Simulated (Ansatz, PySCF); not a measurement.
Gas-phase reaction in SMILES: O=[Si] + 3 [H][H] (H2) -> O (H2O) + [SiH4] (SiH4)
Each molecule is optimised on its own at B3LYP-D3(BJ)/def2-TZVP (Ansatz, a program for electronic structure).
Geometry of the first species:
```
Si
O 1 1.5131
```
Charge 0, spin multiplicity 1.

Quantity: energy of full hydrogenation (enthalpy at 298 K, with B3LYP-D3(BJ) rigid-rotor harmonic-oscillator terms from PySCF), in eV. Cores are frozen in the correlated levels unless marked. No spin-orbit coupling. No relativistic terms. CBS marks a two-point X^-3 extrapolation of the correlation energy; Hartree-Fock from the larger set.

```json
[
 {"level": "PBE0-D3(BJ)/def2-TZVP", "program": "Ansatz + dftd3", "energy of full hydrogenation (eV)": "-1.57"},
 {"level": "PBE0-D4/def2-TZVPD", "program": "Ansatz + dftd4", "energy of full hydrogenation (eV)": "-1.62"},
 {"level": "PBE0/def2-QZVPP", "program": "Ansatz", "energy of full hydrogenation (eV)": "-1.62"},
 {"level": "BHLYP-D3(BJ)/def2-TZVPD", "program": "Ansatz + dftd3", "energy of full hydrogenation (eV)": "(withheld)"},
 {"level": "LC-wPBE-D3(BJ)/def2-TZVPD", "program": "Ansatz + dftd3", "energy of full hydrogenation (eV)": "(withheld)"},
 {"level": "B2GP-PLYP-D4/def2-TZVPD", "program": "Ansatz + dftd4", "energy of full hydrogenation (eV)": "-1.16"},
 {"level": "RPA@PBE/cc-pV(T+d)Z", "program": "Ansatz", "energy of full hydrogenation (eV)": "(withheld)"},
 {"level": "SCS-MP2/cc-pV(T+d)Z", "program": "Ansatz", "energy of full hydrogenation (eV)": "-1.05"},
 {"level": "CCSDT/cc-pV(D+d)Z", "program": "Ansatz", "energy of full hydrogenation (eV)": "-1.23"},
 {"level": "CCSD(T)/CBS(def2-TZVPPD,def2-QZVPPD)", "program": "Ansatz", "energy of full hydrogenation (eV)": "-1.31"}
]
```

Some entries are withheld; supply them.


- BHLYP-D3(BJ)/def2-TZVPD, energy of full hydrogenation (eV): -1.63
- LC-wPBE-D3(BJ)/def2-TZVPD, energy of full hydrogenation (eV): -1.72
- RPA@PBE/cc-pV(T+d)Z, energy of full hydrogenation (eV): -0.92
